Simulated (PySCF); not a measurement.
# SMILES C1=CC[C@]2(C=C)[C@H]1C2, C8H10

Cartesian coordinates in Å; atom numbers follow the order of the lines, from 1:
```xyz
18

C     2.4324   -0.9901    0.3866
C     1.7254    0.0291   -0.0770
C     0.2777    0.2212    0.0931
C    -0.3903    1.3842   -0.6297
C    -1.7433    0.8518   -1.0057
C    -1.9037   -0.4182   -0.6576
C    -0.7254   -0.9304    0.0715
C    -0.4197   -0.2159    1.3548
H     3.4925   -1.0633    0.2182
H     1.9862   -1.7937    0.9482
H     2.2214    0.8079   -0.6433
H     0.1715    1.6707   -1.5238
H    -0.4706    2.2698    0.0056
H    -2.4648    1.4692   -1.5130
H    -2.7682   -1.0293   -0.8516
H    -0.4238   -1.9601   -0.0487
H    -1.1768    0.4363    1.7651
H     0.1707   -0.7330    2.0958
```

Theory: TDDFT CAM-B3LYP/def2-SVPD circular dichroism and optical rotation, one conformer, gas phase in PySCF 2.14.0. Geometry: GFN2-xTB.

The molecule is flexible and this is one conformer; a measurement averages over conformers. States above about 7.9 eV (minus the energy of the highest occupied orbital) lie near or above the ionisation threshold and depend on the basis.

(1) Draw the ECD and absorption spectra from the lowest 12 states, each a Gaussian of half-width 0.2 eV at 1/e height.

Results:

(1) 
| E (eV) | λ (nm) | Δε (L mol⁻¹ cm⁻¹) | ε (L mol⁻¹ cm⁻¹) |
| --- | --- | --- | --- |
| 5.68 | 218 | -0.26 | 42.7 |
| 5.83 | 213 | -6.41 | 1040 |
| 5.98 | 207 | -50.16 | 8160 |
| 6.13 | 202 | -122.04 | 21100 |
| 6.28 | 198 | -55.13 | 19700 |
| 6.43 | 193 | +106.19 | 12200 |
| 6.58 | 189 | +108.23 | 12100 |
| 6.73 | 184 | +0.73 | 11700 |
| 6.88 | 180 | +20.03 | 7300 |
| 7.03 | 176 | +57.89 | 2960 |
| 7.18 | 173 | +22.62 | 949 |
| 7.33 | 169 | +2.48 | 732 |
| 7.48 | 166 | -2.58 | 2500 |
| 7.63 | 163 | -11.30 | 5770 |
| 7.78 | 159 | -12.98 | 6480 |

Δε uses R in velocity form, ε uses f in length form. Only the states computed contribute, so the short-wavelength end is incomplete.
